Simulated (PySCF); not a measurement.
Spinor energies of V³⁺ (vanadium, charge +3)

Start: [Ar] 3d1 4p1; 3d5/2 filled at m_j = +5/2; 4p3/2 filled at m_j = +3/2. Calculated with PySCF 2.14 in x2c-SVPall-2c with one added diffuse shell each of s, d type (6s5p4d1f, 48 functions): generalised Hartree-Fock with the X2C-1e Hamiltonian and a Gaussian nucleus; one run each with spin-orbit coupling (SO) switched off, then screened by Boettger's factors. This is a chosen level, not necessarily the ground level.

```csv
spinor shell,electrons,"ε, spin-free (eV)","ε, screened SO (eV)",weight of nominal j (screened SO),"rms radius, screened SO (bohr)"
1s1/2,2,-5570.6,-5570.6,1.000,0.0768
2s1/2,2,-710.07,-710.07,1.000,0.332
2p1/2,2,-598.90,-603.63,0.997,0.300
2p3/2,4,-598.90,-596.57,0.998,0.303
3s1/2,2,-133.98,-133.98,1.000,1.01
3p3/2,4,-100.22,-99.953,0.861,1.08
3p1/2,2,-100.22,-100.76,0.722,1.08
3d5/2,1,-58.024,-57.994,1.000,1.20
4p3/2,1,-26.728,-26.707,1.000,3.46
```

```
   quantity   spin-free  screened SO
E (hartree)  -945.49714   -945.50100
        M_J           4            4
       ⟨J²⟩      20.005       20.005
       ⟨L²⟩      12.004       12.005
       ⟨S²⟩       2.001        2.001
```

Each row is a mean over spinors that exchange with the open shell spreads, by up to 6.308 eV (3p3/2).

Rows whose weight is well below 1 are mixtures of j = l ± 1/2: exchange outweighs spin-orbit coupling there, and the label is only the starting occupation.

Without spin-orbit coupling the j labels of p, d and f shells carry no meaning; the spin-free column gives the mean over the occupied spinors of each nl shell.
